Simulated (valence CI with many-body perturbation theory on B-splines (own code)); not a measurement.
**Sm XLIX: magnetic and hyperfine properties of the levels**

Computed by configuration interaction combined with many-body perturbation theory (CI+MBPT): four valence electrons over a frozen Dirac-Fock core [Ne], radial functions for each j: 11 s, 11 p, 10 d, 8 f, 5 g, 2 h, with the one-electron correlation potential Σ1, the two-electron term Σ2, the three-electron term Σ3, Breit, model QED; selected CI, second order for the rest, scaled by the run's own slope (own B-spline code, finite nucleus).

The last digits are not significant, and no measured levels were compared; by estimate large intervals hold to a few tenths of a per cent, small ones and those within an open d or f shell to about a per cent. Among the levels kept, up to 590 cm⁻¹ of a level comes from second order outside the variational space, and about a tenth of that is noise between levels of different J, which matters for small intervals.

A/g_I is the dipole constant over the nuclear g factor μ/I (μ in nuclear magnetons, uniformly magnetised nucleus), B/Q the quadrupole constant per barn. Both hold the static response of the core; the bare values leave it out. Large factors of s and p1/2 electrons are usually good to 5 to 10 %; those of open d and f shells near neutrality can be off by tens of per cent, and small factors of p3/2, d and f electrons come from cancelling terms and can be off by a factor of two or in sign, in half-filled shells by more. B is blank for J = 1/2, where it vanishes, and for nearly pure S terms. Energies count from the lowest level. Levels with J = 0 are left out.

Levels are named by their leading jj configuration (3d3/2^4 stands for four electrons in 3d with j = 3/2), which in mixed levels can hold well under half, so a name can repeat and another be missing. Letters in brackets count levels of one name in rising energy.

```tsv
Level	E (Ry)	g	A/g_I (MHz)	A/g_I bare	B/Q (MHz/b)	B/Q bare
(3s^2 3p1/2 3p3/2) J=1	10.756	1.493	-62400	-58400	112000	110000
(3s^2 3p1/2 3p3/2) J=2	11.317	1.175	293000	289000	196000	193000
(3s 3p1/2^2 3p3/2) J=2	20.085	1.565	699000	686000	197000	194000
(3s 3p1/2^2 3p3/2) J=1	21.794	1.015	-434000	-420000	135000	133000
(3s^2 3p3/2^2) J=2	22.482	1.307	119000	119000	28100	27700
(3s^2 3p1/2 3d3/2) J=2	23.685	0.759	251000	248000	42500	43700
(3s^2 3p1/2 3d3/2) J=1	26.111	0.879	-187000	-179000	30000	30400
(3s^2 3p1/2 3d5/2) J=2	27.209	1.325	-31900	-28600	15800	17200
(3s^2 3p1/2 3d5/2) J=3	27.313	1.122	173000	172000	19700	21600
(3s 3p1/2 3p3/2^2) J=2 [a]	30.709	1.475	421000	414000	89900	88600
(3s 3p1/2 3p3/2^2) J=3	31.605	1.303	595000	583000	26000	25700
(3s 3p1/2 3p3/2^2) J=1 [a]	33.074	1.266	599000	587000	-169000	-166000
(3s 3p1/2 3p3/2^2) J=2 [b]	33.211	1.088	79700	80600	-21000	-20600
(3s 3p1/2^2 3d3/2) J=1	33.228	0.406	-546000	-531000	17200	17900
(3s 3p1/2^2 3d3/2) J=2	33.621	1.157	630000	617000	34100	35300
(3s 3p1/2 3p3/2^2) J=1 [b]	33.826	1.365	319000	315000	102000	100000
(3s 3p1/2^2 3d5/2) J=3	36.577	1.363	431000	424000	32200	34000
(3s^2 3p3/2 3d3/2) J=3	36.672	1.111	107000	107000	216000	214000
(3s^2 3p3/2 3d3/2) J=2	36.741	1.061	36600	38500	-23300	-22900
(3s^2 3p3/2 3d3/2) J=1	36.804	1.132	130000	130000	-104000	-103000
(3s 3p1/2^2 3d5/2) J=2	37.386	1.025	-335000	-324000	6760	8650
(3s^2 3p3/2 3d5/2) J=4	37.797	1.242	59100	60100	274000	272000
(3s^2 3p3/2 3d5/2) J=2	38.170	1.264	77600	78400	-148000	-146000
(3s^2 3p3/2 3d5/2) J=3	39.866	1.178	70700	71200	23700	25000
(3s^2 3p3/2 3d5/2) J=1	40.358	1.087	-21100	-18300	33800	33900
(3s 3p1/2 3p3/2 3d3/2) J=2 [a]	42.288	1.186	164000	163000	22800	22600
(3s 3p1/2 3p3/2 3d3/2) J=1 [a]	42.995	1.175	299000	295000	-105000	-104000
(3s 3p1/2 3p3/2 3d3/2) J=3 [a]	43.279	1.155	399000	393000	36500	36600
(3s 3p1/2 3p3/2 3d3/2) J=2 [b]	43.344	1.171	228000	226000	-42500	-42100
(3s 3p3/2^3) J=2	44.127	1.396	697000	682000	-219000	-216000
(3s 3p1/2 3p3/2 3d3/2) J=4	44.194	1.195	468000	460000	152000	151000
(3s 3p1/2 3p3/2 3d3/2) J=2 [c]	45.045	0.900	236000	233000	-68500	-67000
(3s 3p1/2 3p3/2 3d3/2) J=3 [b]	45.318	1.364	421000	415000	169000	166000
(3s 3p1/2 3p3/2 3d5/2) J=4 [a]	45.399	1.392	267000	264000	267000	265000
```

(1) Take the isotope of mass number 149, with I = 7/2, μ = -0.6677 μN and Q = 0.075 b. What is the hyperfine structure of (3s^2 3p3/2^2) J=2?

Answers

(1) From the table A = -22700 MHz, B = 2110 MHz. Shifts from the centre of gravity in MHz: F = 3/2: 205000, F = 5/2: 148000, F = 7/2: 67500, F = 9/2: -34800, F = 11/2: -158000.
